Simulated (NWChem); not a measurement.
System meant: ZrHCl$_{3}$; SMILES [Cl][ZrH]([Cl])[Cl]

The following NWChem deck was run.

```
start job
memory heap 200 mb stack 900 mb global 1100 mb
geometry units angstroms noautoz
  Zr     0.000000     0.000000    -0.269954
  Cl     2.200926     0.463263     0.312997
  Cl    -1.501660     1.674426     0.312997
  Cl    -0.699266    -2.137689     0.312997
  H      0.000000     0.000000    -2.093499
end
basis spherical
  * library def2-svp
end
ecp
  Zr library def2-ecp
end
dft
  xc xpbe96 cpbe96
  iterations 4
  mulliken
end
task dft energy
```

End of the output:

```
    Atom       Charge   Shell Charges
 -----------   ------   -------------------------------------------------------
    1 Zr  12    12.48   0.00  0.95  0.97  0.42  0.18  5.36  1.07  0.40  1.74  1.24  0.15
    2 Cl  17    16.81   2.00  1.96  1.04  0.73  5.82  2.26  2.99  0.01
    3 Cl  17    16.81   2.00  1.96  1.04  0.73  5.82  2.26  2.99  0.01
    4 Cl  17    16.81   2.00  1.96  1.04  0.73  5.82  2.26  2.99  0.01
    5 H    1     1.08   0.63  0.44  0.02

 center of mass
 --------------
 x =  -0.00000000 y =  -0.00000000 z =  -0.00078538

 moments of inertia (a.u.)
 ------------------
        1022.674558392406          -0.000000000000           0.000000000000
          -0.000000000000        1022.674558392406          -0.000000000000
           0.000000000000          -0.000000000000        1895.125885793405

     Multipole analysis of the density
     ---------------------------------

     L   x y z        total         alpha         beta         nuclear
     -   - - -        -----         -----         ----         -------
     0   0 0 0     -0.000000    -32.000000    -32.000000     64.000000

     1   1 0 0     -0.000000     -0.000000     -0.000000     -0.000000
     1   0 1 0      0.000000      0.000000      0.000000     -0.000000
     1   0 0 1      0.058374     -7.995933     -7.995933     16.050239

     2   2 0 0    -47.332867   -253.993854   -253.993854    460.654841
     2   1 1 0     -0.000000     -0.000000     -0.000000      0.000000
     2   1 0 1      0.000000      0.000000      0.000000     -0.000000
     2   0 2 0    -47.332867   -253.993854   -253.993854    460.654841
     2   0 1 1      0.000000      0.000000      0.000000     -0.000000
     2   0 0 2    -46.918069    -40.627246    -40.627246     34.336424

 ------------------------------------------------------------------------
 dft energy failed                                                                                  0
 ------------------------------------------------------------------------
 ------------------------------------------------------------------------
  current input line :
    21: task dft energy
 ------------------------------------------------------------------------
 ------------------------------------------------------------------------
 This type of error is most commonly associated with calculations not reaching convergence criteria
 ------------------------------------------------------------------------
 For more information see the NWChem manual at https://nwchemgit.github.io

0:dft energy failed:Received an Error in Communication
```

Task: Can this run be used? If not, why, and what is the fix?

Result: The run did not converge; its last values are not results. Cause: the SCF was allowed too few iterations. This input runs:
```
start job
memory heap 200 mb stack 900 mb global 1100 mb
geometry units angstroms noautoz
  Zr     0.000000     0.000000    -0.269954
  Cl     2.200926     0.463263     0.312997
  Cl    -1.501660     1.674426     0.312997
  Cl    -0.699266    -2.137689     0.312997
  H      0.000000     0.000000    -2.093499
end
basis spherical
  * library def2-svp
end
ecp
  Zr library def2-ecp
end
dft
  xc xpbe96 cpbe96
  iterations 150
  mulliken
end
task dft energy
```
It converges to -1427.48765 Ha (PBE/def2-SVP with def2 effective core potentials on Zr).
